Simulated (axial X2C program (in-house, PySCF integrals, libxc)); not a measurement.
## Low determinants of CoCl⁺ at the PBE0 level, scalar-relativistic

All values were computed with an axial X2C code built on PySCF integrals. Spin-free means the one-electron spin-free X2C Hamiltonian. Basis: Co dyall-cv3z [9s10p6d3f2g], Cl dyall-av3z [9s8p3d2f] (cores contracted in-house); Gaussian nuclei, density fitting, unrestricted open shells. Masses: Co 58.933 u, Cl 34.969 u.

Search at 2.023 Å (vertical energies from the lowest determinant):

| ΔE (eV) | state | electrons beyond evenly filled partner blocks | electrons in σ, π, δ, φ |
| --- | --- | --- | --- |
| 0.00 | M_S = 3/2, Λ = 2 | π+α, π-α, δ+α, δ+β, δ-α | 22 18 3 0 |
| 0.08 | M_S = 3/2, Λ = 3 | σα, π+α, π+β, π-α, δ+α, δ+β, δ-α | 21 19 3 0 |
| 0.25 | M_S = 3/2, Λ = 1 | σα, π+α, π-α, π-β, δ+α, δ+β, δ-α | 21 19 3 0 |
| 0.34 | M_S = 3/2, Λ = 0 | σα, π+α, π-α | 21 18 4 0 |
| 0.95 | M_S = 1/2, Λ = 1 | σα, π+β, π-α, π-β, δ+α, δ+β, δ-α | 21 19 3 0 |
| 1.62 | M_S = 1/2, Λ = 2 | π+β, π-α, δ+α, δ+β, δ-α | 22 18 3 0 |
| 1.62 | M_S = 1/2, Λ = 4 | π+α, π+β, δ+α, δ+β, δ-α | 22 18 3 0 |

Lowest determinant, M_S = 3/2, Λ = 2 (beyond evenly filled blocks: π+α, π-α, δ+α, δ+β, δ-α): Re = 2.021 Å, ωe = 493.2 cm⁻¹.

The determinant in row 2 of the search, M_S = 3/2, Λ = 3 (beyond evenly filled blocks: σα, π+α, π+β, π-α, δ+α, δ+β, δ-α), was followed along the bond at PBE0; measured from the minimum of the lowest determinant it gives:

Te = 0.082 eV (658 cm⁻¹), Re = 2.038 Å, ωe = 495.2 cm⁻¹.

Question: Compare the bond of the determinant in row 2 with that of the lowest one.

Answer: At PBE0 its Re is 0.017 Å longer and its force constant, which goes as ωe², is 1.01 times that of the lowest determinant. T0 ≈ Te + Δωe/2 = 658 + (1) = 659 cm⁻¹.

The search compares states at one distance, so a state with another bond length can lie lower; it is not exhaustive and yields mostly the lowest determinant of each block pattern, so other components and higher states of one pattern are missing. These are energies of single determinants, not of spin-adapted states; PBE0 term energies can be off by some tenths of an eV, and the functional has no current term. The lowest determinant need not be the ground state where others lie within half an eV.
